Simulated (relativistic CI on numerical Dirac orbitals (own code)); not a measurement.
**Crystal-field levels of Ta3+, 5d2**

Calculated by Dirac-Coulomb-Breit CI, KLI orbitals optimised for each configuration, model QED (radiative potential, 1s self-energy scaled to tabulated hydrogen-like ionisation energies), valence Slater integrals scaled by 0.9, one configuration in a parametric crystal field (own radial code). With so little scaling, terms lie 10 to 35 % too far apart, which can change the order of excited levels.

Field parameters in Wybourne normalisation: D4h B²₀ = −7Ds, B⁴₀ = 21(Dq − Dt), B⁴₄ = 21√(5/14) Dq. The field is a parameter set, without covalency.

S is read from ⟨S²⟩ = S(S + 1).

Levels (cm⁻¹, degeneracy): 0 (1), 128 (1), 1012 (2), 1429 (1), 2705 (1), 6391 (2), 6597 (1), 8736 (1), 11110 (2), 15721 (1), 15994 (1), 26500 (1).

Q: Which field gives this pattern?
A. D4h, 10Dq = 36200, Ds = 950, Dt = 560 cm⁻¹
B. D4h, 10Dq = 36200, Ds = 140, Dt = 560 cm⁻¹
C. D4h, 10Dq = 36200, Ds = 550, Dt = 560 cm⁻¹
D. D4h, 10Dq = 36200, Ds = -680, Dt = 560 cm⁻¹

A: D. D4h, 10Dq = 36200, Ds = -680, Dt = 560 cm⁻¹, ground level with S = 0.99.
